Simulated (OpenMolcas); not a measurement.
Mo4+ (d2) among equal point charges was computed by CASSCF with the d shell active (OpenMolcas, ANO-RCC-VDZP on the metal). Its lowest spin-free states, and all those of the highest spin:

```
2S+1  Degeneracy  E (cm-1)
   3           2       0.0
   1           1     424.1
   3           1      8962
   1           2      9037
   3           1     15328
   1           1     18744
   1           1     20062
   1           1     26757
   1           1     29927
   3           2     30589
   3           1     31250
   1           2     41842
   3           2     48214
   3           1     77485
```

Problem. Is the site octahedral, tetrahedral or cube-like, axial, or of lower symmetry?

Solution. The states with 2S+1 = 3 have orbital degeneracies 2, 1, 1, 2, 1, 2, 1. There are pairs but no triples, so the site is axial: not cubic, but with a proper or improper axis of order three or more. The run had Mo4+ among 4 point charges of -2.5 e arranged as a square (D4h), 1.88 Å from the ion.

An orbital doublet at a regular site is open to a Jahn-Teller distortion, which this geometry leaves out. Without dynamic correlation the repulsion within the d shell is too large (B by tens of per cent), so at a given field states of lower spin stand too high. Point charges carry no covalency, so the field is a model and not that of real ligands. No measured value stands beside these numbers.
